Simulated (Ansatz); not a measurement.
**Worked example: SnCl4 + SiH2(CH3)(SiH2) → SnCl3 + CH7ClSi2**

Species: SnCl4 (tin tetrachloride) `[Cl][Sn]([Cl])([Cl])[Cl]`, singlet; SiH2(CH3)(SiH2), doublet; SnCl3 `[Cl][Sn]([Cl])[Cl]`, doublet; CH7ClSi2 `C[SiH2][SiH2]Cl`, singlet. A radical takes Cl: the energy is the difference in strength between the Sn–Cl bond broken and the Si–Cl bond made.

Shapes, held fixed at every level: PBE0-D4/def2-TZVP. Flexible molecules stand in one conformer, not always the lowest. Programs: Ansatz 0.2.0. Electronic energies: no zero-point or thermal term.

At CCSD(T)/def2-TZVPP; 1 Eh = 2625.50 kJ/mol:

```
        species   energy (Eh)
          SnCl4  -2052.746540
SiH2(CH3)(SiH2)   -620.298020
          SnCl3  -1592.950059
       CH7ClSi2  -1080.127896
```

Question: Work out ΔE of the reaction at this level.

Answer: 
1. Products less reactants: (-1592.950059) + (-1080.127896) − [(-2052.746540) + (-620.298020)] = -0.033395 Eh = -87.7 kJ/mol.

Other levels give -105.0 (PBE-D4/def2-TZVPP) to -84.4 kJ/mol (HF/def2-TZVPP). No measured value is set beside it here. Open shells run unrestricted. For atoms past krypton def2 sets carry core potentials with scalar relativity. Outer-core shells of Sn are correlated in most correlated rows, in sets that cover them unevenly.
